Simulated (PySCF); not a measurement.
**Atomic charges against the basis set**

Compound: 3-pyridine carbaldehyde, C6H5NO.
Structure used (PBE0-D3(BJ)/def2-SVP), in Å, numbered top down from 1:
```xyz
13
C6H5NO angstrom
O     -2.5765    1.6586   -0.2087
C     -2.2038    0.5149   -0.1383
C     -0.7852    0.1075   -0.0567
C      0.2365    1.0635   -0.0680
C      1.5499    0.6256    0.0153
C      1.7868   -0.7506    0.1080
N      0.8243   -1.6690    0.1185
C     -0.4312   -1.2421    0.0375
H     -2.9348   -0.3334   -0.1303
H     -0.0292    2.1209   -0.1421
H      2.3859    1.3277    0.0104
H      2.8148   -1.1246    0.1777
H     -1.2152   -2.0105    0.0472
```

PBE0 throughout (PySCF), one geometry, spherical d and f functions. Isolated species at its PBE0-D3(BJ)/def2-SVP geometry (one conformer only). The first 7 of 13 kinds of atom are listed.

Mulliken charges (e):

```tsv
basis	functions	O1	C2	C3	C4	C5	C6	N7
STO-3G	45	-0.172	+0.092	-0.030	-0.068	-0.086	+0.013	-0.230
pcSseg-0	82	-0.458	+0.331	-0.424	-0.063	-0.307	+0.116	-0.652
6-31G	82	-0.382	+0.177	-0.042	-0.119	-0.177	-0.003	-0.391
6-31G*	122	-0.385	+0.190	-0.006	-0.133	-0.196	+0.012	-0.383
cc-pVDZ	137	-0.202	+0.224	-0.242	+0.122	-0.065	+0.124	-0.225
def2-SVP	137	-0.210	+0.207	-0.175	+0.072	-0.059	+0.063	-0.165
pcSseg-1	161	-0.352	+0.373	-0.489	+0.117	-0.170	+0.156	-0.412
aug-cc-pVDZ	229	-0.615	+0.789	+1.357	+0.573	+0.696	+0.042	-0.439
6-311+G(2d,p)	246	-0.391	-0.092	+0.834	-0.086	-0.089	-0.024	-0.279
def2-TZVP	278	-0.276	+0.084	+0.135	-0.201	-0.057	-0.043	-0.198
cc-pVTZ	310	-0.252	+0.136	-0.004	-0.090	-0.126	-0.035	-0.160
IGLO-III	330	-0.387	+0.199	+0.134	-0.092	-0.078	+0.048	-0.347
```

IAO charges (e):

```json
{"basis": "STO-3G", "functions": "45", "O1": "-0.168", "C2": "+0.078", "C3": "-0.075", "C4": "-0.107", "C5": "-0.149", "C6": "-0.048", "N7": "-0.174"}
{"basis": "pcSseg-0", "functions": "82", "O1": "-0.351", "C2": "+0.213", "C3": "-0.092", "C4": "-0.095", "C5": "-0.174", "C6": "-0.008", "N7": "-0.250"}
{"basis": "6-31G", "functions": "82", "O1": "-0.363", "C2": "+0.209", "C3": "-0.079", "C4": "-0.103", "C5": "-0.172", "C6": "-0.015", "N7": "-0.252"}
{"basis": "6-31G*", "functions": "122", "O1": "-0.384", "C2": "+0.250", "C3": "-0.090", "C4": "-0.090", "C5": "-0.171", "C6": "+0.011", "N7": "-0.270"}
{"basis": "cc-pVDZ", "functions": "137", "O1": "-0.378", "C2": "+0.247", "C3": "-0.089", "C4": "-0.094", "C5": "-0.174", "C6": "+0.009", "N7": "-0.265"}
{"basis": "def2-SVP", "functions": "137", "O1": "-0.377", "C2": "+0.248", "C3": "-0.090", "C4": "-0.090", "C5": "-0.171", "C6": "+0.012", "N7": "-0.264"}
{"basis": "pcSseg-1", "functions": "161", "O1": "-0.391", "C2": "+0.254", "C3": "-0.093", "C4": "-0.093", "C5": "-0.176", "C6": "+0.010", "N7": "-0.272"}
{"basis": "aug-cc-pVDZ", "functions": "229", "O1": "-0.399", "C2": "+0.254", "C3": "-0.090", "C4": "-0.094", "C5": "-0.178", "C6": "+0.011", "N7": "-0.277"}
{"basis": "6-311+G(2d,p)", "functions": "246", "O1": "-0.400", "C2": "+0.255", "C3": "-0.091", "C4": "-0.093", "C5": "-0.178", "C6": "+0.011", "N7": "-0.279"}
{"basis": "def2-TZVP", "functions": "278", "O1": "-0.399", "C2": "+0.257", "C3": "-0.091", "C4": "-0.093", "C5": "-0.178", "C6": "+0.012", "N7": "-0.278"}
{"basis": "cc-pVTZ", "functions": "310", "O1": "-0.396", "C2": "+0.255", "C3": "-0.090", "C4": "-0.094", "C5": "-0.178", "C6": "+0.011", "N7": "-0.275"}
{"basis": "IGLO-III", "functions": "330", "O1": "-0.400", "C2": "+0.255", "C3": "-0.091", "C4": "-0.094", "C5": "-0.179", "C6": "+0.011", "N7": "-0.279"}
```

Hirshfeld charges (e):

```tsv
basis	functions	O1	C2	C3	C4	C5	C6	N7
STO-3G	45	-0.128	+0.099	-0.019	-0.005	-0.023	+0.046	-0.168
pcSseg-0	82	-0.206	+0.121	-0.027	-0.014	-0.042	+0.034	-0.153
6-31G	82	-0.222	+0.124	-0.022	-0.013	-0.041	+0.033	-0.170
6-31G*	122	-0.226	+0.123	-0.020	-0.009	-0.042	+0.035	-0.169
cc-pVDZ	137	-0.207	+0.117	-0.025	-0.013	-0.044	+0.032	-0.146
def2-SVP	137	-0.214	+0.122	-0.024	-0.013	-0.044	+0.034	-0.152
pcSseg-1	161	-0.220	+0.122	-0.026	-0.014	-0.044	+0.034	-0.159
aug-cc-pVDZ	229	-0.224	+0.119	-0.027	-0.015	-0.047	+0.030	-0.162
6-311+G(2d,p)	246	-0.227	+0.119	-0.029	-0.013	-0.045	+0.031	-0.165
def2-TZVP	278	-0.224	+0.119	-0.026	-0.013	-0.046	+0.032	-0.161
cc-pVTZ	310	-0.221	+0.118	-0.024	-0.014	-0.046	+0.032	-0.157
IGLO-III	330	-0.224	+0.118	-0.026	-0.014	-0.046	+0.030	-0.162
```

ESP-fitted charges (e):

```
        basis  functions      O1      C2      C3      C4      C5      C6      N7
       STO-3G         45  -0.258  +0.302  -0.320  +0.310  -0.512  +0.534  -0.612
     pcSseg-0         82  -0.465  +0.529  -0.567  +0.452  -0.749  +0.682  -0.794
        6-31G         82  -0.469  +0.541  -0.537  +0.439  -0.696  +0.642  -0.761
       6-31G*        122  -0.402  +0.408  -0.382  +0.302  -0.579  +0.500  -0.631
      cc-pVDZ        137  -0.390  +0.407  -0.393  +0.304  -0.566  +0.480  -0.598
     def2-SVP        137  -0.412  +0.443  -0.432  +0.343  -0.603  +0.538  -0.649
     pcSseg-1        161  -0.434  +0.455  -0.461  +0.365  -0.654  +0.570  -0.690
  aug-cc-pVDZ        229  -0.441  +0.458  -0.446  +0.381  -0.654  +0.560  -0.675
6-311+G(2d,p)        246  -0.432  +0.411  -0.379  +0.336  -0.629  +0.530  -0.659
    def2-TZVP        278  -0.425  +0.415  -0.389  +0.338  -0.620  +0.526  -0.649
      cc-pVTZ        310  -0.413  +0.400  -0.379  +0.325  -0.600  +0.509  -0.633
     IGLO-III        330  -0.430  +0.415  -0.383  +0.337  -0.619  +0.532  -0.660
```

Problem. Which scheme is steadiest as the basis changes?

Solution. Largest range over the bases for any column: Hirshfeld 0.10 e, IAO 0.23 e, ESP-fitted 0.25 e, Mulliken 1.85 e. Hirshfeld charges move least and Mulliken charges most, counted in e. Without the minimal STO-3G basis the ranges are Hirshfeld 0.02, IAO 0.05, ESP-fitted 0.20, Mulliken 1.85 e.

Problem. How much do the charges still move between the two largest bases, cc-pVTZ and IGLO-III?

Solution. At most, over all atoms: Mulliken 0.187 e, IAO 0.004 e, Hirshfeld 0.004 e, ESP-fitted 0.027 e.

Problem. What do the same runs give for the total energy, the frontier levels and the dipole moment?

Solution. 
```
        basis  energy (Eh)  HOMO (eV)  LUMO (eV)  μ (D)
       STO-3G    -356.6172      -4.67       0.69   0.88
     pcSseg-0    -360.3537      -7.45      -2.28   1.46
        6-31G    -361.0790      -7.32      -2.05   1.60
       6-31G*    -361.1867      -7.35      -1.90   1.60
      cc-pVDZ    -361.2192      -7.39      -2.00   1.54
     def2-SVP    -360.9292      -7.49      -2.11   1.54
     pcSseg-1    -361.1503      -7.64      -2.24   1.61
  aug-cc-pVDZ    -361.2387      -7.62      -2.28   1.71
6-311+G(2d,p)    -361.2917      -7.66      -2.29   1.74
    def2-TZVP    -361.3225      -7.61      -2.23   1.70
      cc-pVTZ    -361.3110      -7.56      -2.17   1.66
     IGLO-III    -361.3278      -7.64      -2.28   1.71
```

The dipole is fixed by the density alone, so its range of 0.86 D shows that the density itself changes with the basis, not only its division among atoms.
